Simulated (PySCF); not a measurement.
# Reading the logs of faulty runs: AlClFH

All numbers below are calculated, not measured. The program is PySCF 2.14.0, an open-source quantum chemistry code, run on an isolated molecule that a program drew, which may never have been made. The molecule is AlClFH (charge 0, singlet), drawn as the SMILES string `[F][AlH][Cl]`.

Each row is a Hartree-Fock (HF) and frozen-core CCSD(T) single point in the cc-pV(D+d)Z basis, meant for a local HF minimum. Run 1 is clean. Each other run has one planted mistake out of seven kinds, and not every kind appears here: one electron removed, one electron added, multiplicity raised by two, geometry at a saddle point, minimal basis STO-3G, one bond length entered in bohr, all coordinates scaled. The reference is restricted for singlets and unrestricted otherwise, and also for a bond in bohr. Adding or removing an electron swaps singlet and doublet. Electrons count all cores. HOMO and LUMO are orbital energies over both spins, the gradient is its largest component, and the lowest frequency (negative if imaginary) is given only where the gradient is small. Bond lengths are over the 3 bonds as drawn. T1 is the CCSD diagnostic: over 0.02 (restricted) or 0.045 (unrestricted) a single reference is doubtful.

Geometry of the clean run:
```xyz
4
AlClFH, angstrom
F    -0.8204   -0.8120    2.1693
Al   -0.4066   -1.3671    0.6778
Cl   -1.9573   -1.7998   -0.6592
H     1.0887   -1.5530    0.3048
```

| run | electrons | basis functions | <S^2> | HOMO (eV) | LUMO (eV) | gradient (hartree/bohr) | lowest frequency (cm^-1) | mean bond (Å) | longest bond (Å) | T1 | HF (hartree) | CCSD(T) (hartree) | mistake |
|---|---|---|---|---|---|---|---|---|---|---|---|---|---|
| 1 | 40 | 65 | 0.000 | -12.79 | 1.55 | 1.8e-05 | 223 | 1.7631 | 2.093 | 0.0123 | -801.59645 | -802.01257 | no fault |
| 2 | 40 | 65 | 0.000 | -12.73 | 1.40 | 2.1e-02 | - | 1.8055 | 2.143 | 0.0129 | -801.59438 | -802.01174 | all coordinates scaled |
| 3 | 40 | 65 | 0.906 | -8.71 | 0.64 | 1.9e-02 | - | 2.2508 | 3.108 | 0.0754 | -801.42142 | -801.81124 | one bond length entered in bohr |
| 4 | 40 | 24 | 0.000 | -9.78 | 8.15 | 4.0e-02 | - | 1.7631 | 2.093 | 0.0142 | -792.34130 | -792.40538 | ? |

**Which mistake was planted in run 4, and what did it cost?**

It has 24 basis functions where the clean run has 65, with the same electrons and geometry. So the mistake is: minimal basis STO-3G. Subtracting run 1 and multiplying by 627.51 kcal/mol a hartree, the energy moved by 5807.7 kcal/mol in HF and 6028.6 kcal/mol in CCSD(T).

Cautions from the logs. Run 3: T1 is over the limit, so its CCSD(T) energy is less reliable.
